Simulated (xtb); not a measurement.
C4H4N, doublet, at a GFN2-xTB geometry; GFN2-xTB with GBSA(thf) (xtb).

Input for xtb:
```
$ xtb mol.xyz --gfn 2 --uhf 1 --gbsa thf --json

# file mol.xyz
9

H     -0.02216819     0.02578181     2.07218703
N     -0.01100368     0.03722541     1.06501021
C      0.01577759     1.15962534     0.28207507
C     -0.02026850    -1.06664492     0.26860244
C      0.02280243     0.72853871    -1.00533804
C      0.00054728    -0.66735377    -1.04553609
H      0.02721740     2.14433730     0.70122733
H     -0.04086179    -2.05616890     0.68202308
H     -0.00031443    -1.29952021    -1.90932923
```

It wrote (shortened):

```
   ID    Z sym.   atoms
    1    1 H      1, 7-9
    2    7 N      2
    3    6 C      3-6

           -------------------------------------------------
          |                Calculation Setup                |
           -------------------------------------------------

           -------------------------------------------------
          |                 G F N 2 - x T B                 |
           -------------------------------------------------

      * Solvation model:               GBSA
        Solvent                        thf
        Parameter file                 internal GFN2-xTB/GBSA
        Dielectric constant                7.6000E+00
        Reference state                gsolv [1 M gas/solution]
        Free energy shift                  3.3994E-03 Eh       2.1331E+00 kcal/mol
        Temperature                        2.9815E+02 K
        Density                            8.8300E-01 kg/L
        Solvent mass                       7.2106E+01 g/mol
        Interaction kernel             Still
        Born radius scaling (c1)           1.5128E+00
        Born radii integrator          GBOBC
        Born offset                        6.0704E-04 a0       1.1471E-03 AA
        H-bond correction              true
        Ion screening                  false
        Surface tension                    1.0000E-05 Eh       1.5569E+01 dyn/cm
        Grid points                               230 per atom

          ...................................................
          :                      SETUP                      :
          :.................................................:
          :  # basis functions                  24          :
          :  # atomic orbitals                  24          :
          :  # shells                           14          :
          :  # electrons                        25          :
          :  max. iterations                   250          :
          :  Hamiltonian                  GFN2-xTB          :
          :  restarted?                      false          :
          :  GBSA solvation                   true          :
          :  PC potential                    false          :
          :  electronic temp.          300.0000000     K    :
          :  accuracy                    1.0000000          :
          :  -> integral cutoff          0.2500000E+02      :
          :  -> integral neglect         0.1000000E-07      :
          :  -> SCF convergence          0.1000000E-05 Eh   :
[...]
         :: total energy             -13.405097716414 Eh    ::
[...]
     4   6 C        3.069    -0.014    28.281     8.720
     5   6 C        2.190    -0.096    33.122     9.311
     6   6 C        3.030    -0.059    29.446     8.901
     7   1 H        0.927     0.032     2.551     2.498
     8   1 H        0.926     0.033     2.541     2.493
     9   1 H        0.926     0.023     2.695     2.567

 Mol. C6AA /au·bohr⁶  :       1056.784536
 Mol. C8AA /au·bohr⁸  :      25718.881802
 Mol. α(0) /au        :         52.036956

Wiberg/Mayer (AO) data.
largest (>0.10) Wiberg bond orders for each atom

 ---------------------------------------------------------------------------
     #   Z sym  total        # sym  WBO       # sym  WBO       # sym  WBO
 ---------------------------------------------------------------------------
     1   1 H    0.960 --     2 N    0.931
     2   7 N    3.569 --     4 C    1.241     3 C    1.200     1 H    0.931
                             5 C    0.101
     3   6 C    3.939 --     5 C    1.582     2 N    1.200     7 H    0.971
                             4 C    0.147
     4   6 C    3.942 --     6 C    1.512     2 N    1.241     8 H    0.966
                             3 C    0.147
     5   6 C    3.150 --     3 C    1.582     6 C    1.366     2 N    0.101
     6   6 C    3.975 --     4 C    1.512     5 C    1.366     9 H    0.973
     7   1 H    0.999 --     3 C    0.971
     8   1 H    0.999 --     4 C    0.966
     9   1 H    0.999 --     6 C    0.973
 ---------------------------------------------------------------------------

Topologies differ in total number of bonds
Writing topology from bond orders to xtbtopo.mol

molecular dipole:
                 x           y           z       tot (Debye)
 q only:       -0.011      -0.107       0.858
   full:       -0.016      -0.190       1.143       2.945
molecular quadrupole (traceless):
                xx          xy          yy          xz          yz          zz
 q only:       -1.614       0.014      -0.443      -0.032       0.502       2.057
  q+dip:       -4.069       0.054       0.262      -0.062       1.484       3.807
   full:       -2.948       0.034      -0.136      -0.048       1.102       3.084

           -------------------------------------------------
          | TOTAL ENERGY              -13.405097716414 Eh   |
          | GRADIENT NORM               0.003124255582 Eh/α |
          | HOMO-LUMO GAP               3.906450292170 eV   |
           -------------------------------------------------

normal termination of xtb
```
